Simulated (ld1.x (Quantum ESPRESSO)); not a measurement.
## Which change was made? (Co, RRKJ)

- Element: Co
- Generator: ld1.x (Quantum ESPRESSO) 7.5
- Type: norm-conserving RRKJ (Kleinman–Bylander form)
- Functional: PBEsol
- Relativity: scalar-relativistic
- Frozen core: [Ar]
- Valence charge: 9
- Reference configuration: 3d7 4s2 4p0
- Partial waves: 4s (bound): rc 2.50 bohr; 4p (bound, empty): rc 3.25 bohr; 3d (bound): rc 1.15 bohr
- Local potential: the d channel
- Core correction: none
- rho0: 0.01

Cutoffs, loose and tight: the cutoffs (Ry, on a coarse ladder) from which the occupation-weighted sum of valence levels, in a spherical-Bessel basis at the reference potential, stays within 10 and 1 mRy of its value at 400 Ry. They do not see the model core or the augmentation charge, which bear on the density cutoff. Test errors are all-electron minus pseudo excitation energies from the reference, over the configurations 3d7 4s1 4p0; 3d7 4s0 4p0; 3d6 4s0 4p0; 3d6 4s2 4p1; 3d7 4s1.5 4p0; 3d7 4s0 4p1; 3d7.5 4s1.5 4p0; variants that change the core or the reference have their own tests. The largest error is taken over the tests solved by every variant that gives reliable tests at all, those not shown here included: 3d6 4s0 4p0; 3d7 4s0 4p0; 3d7 4s1 4p0; 3d7 4s1.5 4p0; 3d7.5 4s1.5 4p0.

The base gives: outcome: generated; cutoff, loose: 180 Ry; cutoff, tight: 260 Ry; bound ghosts: s, p; largest test error (meV): +27.

On the changes marked as counting shells twice: ld1.x takes every shell without a wave as core, so the model core holds the marked electrons as well and exchange and correlation see them twice. This cancels in the reference configuration, but the file is broken for other ones, and its errors say nothing about a proper core correction.

Problem. After one change the result is: outcome: generated; cutoff, loose: 260 Ry; cutoff, tight: 300 Ry; bound ghosts: s, p; largest test error (meV): +45. Which change was it?
A. core [Ne], valence charge 17; reference 3s2 3p6 3d8 4s1 4p0; waves now 3p (bound): rc 0.85 bohr; 3d (bound): rc 1.65 bohr; 3s (bound): rc 0.85 bohr; local potential the s channel; core correction a·sin(br)/r model core inside 0.60 bohr (4s counted twice)
B. local potential all-electron potential smoothed inside 2.40 bohr (lloc = -2)
C. type ultrasoft; waves now 4s (bound): rcut 2.15, rcutus 2.50 bohr; 4s channel at 0.1 Ry: rcut 2.15, rcutus 2.50 bohr; 4p (bound): rcut 2.85, rcutus 3.25 bohr; 4p channel at 4.6 Ry: rcut 2.85, rcutus 3.25 bohr; 3d (bound): rcut 1.00, rcutus 1.15 bohr; 3d channel at 0.9 Ry: rcut 1.00, rcutus 1.15 bohr; local potential all-electron potential smoothed inside 2.90 bohr (lloc = -1); augmentation PSQ, inside the norm-conserving radii; rho0 0
D. wave 3d (bound): rc 1.15 bohr becomes 3d (bound): rc 0.86 bohr

Solution. D. The others give: core [Ne], valence charge 17; reference 3s2 3p6 3d8 4s1 4p0; waves now 3p (bound): rc 0.85 bohr; 3d (bound): rc 1.65 bohr; 3s (bound): rc 0.85 bohr; local potential the s channel; core correction a·sin(br)/r model core inside 0.60 bohr (4s counted twice) → outcome: generated; cutoff, loose: 200 Ry; cutoff, tight: over 300 Ry; bound ghosts: none; largest test error (meV): -537 | type ultrasoft; waves now 4s (bound): rcut 2.15, rcutus 2.50 bohr; 4s channel at 0.1 Ry: rcut 2.15, rcutus 2.50 bohr; 4p (bound): rcut 2.85, rcutus 3.25 bohr; 4p channel at 4.6 Ry: rcut 2.85, rcutus 3.25 bohr; 3d (bound): rcut 1.00, rcutus 1.15 bohr; 3d channel at 0.9 Ry: rcut 1.00, rcutus 1.15 bohr; local potential all-electron potential smoothed inside 2.90 bohr (lloc = -1); augmentation PSQ, inside the norm-conserving radii; rho0 0 → outcome: generated; cutoff, loose: 90 Ry; cutoff, tight: 140 Ry; bound ghosts: none; largest test error (meV): -315 | local potential all-electron potential smoothed inside 2.40 bohr (lloc = -2) → outcome: generated; cutoff, loose: 140 Ry; cutoff, tight: 180 Ry; bound ghosts: none; largest test error (meV): -227.
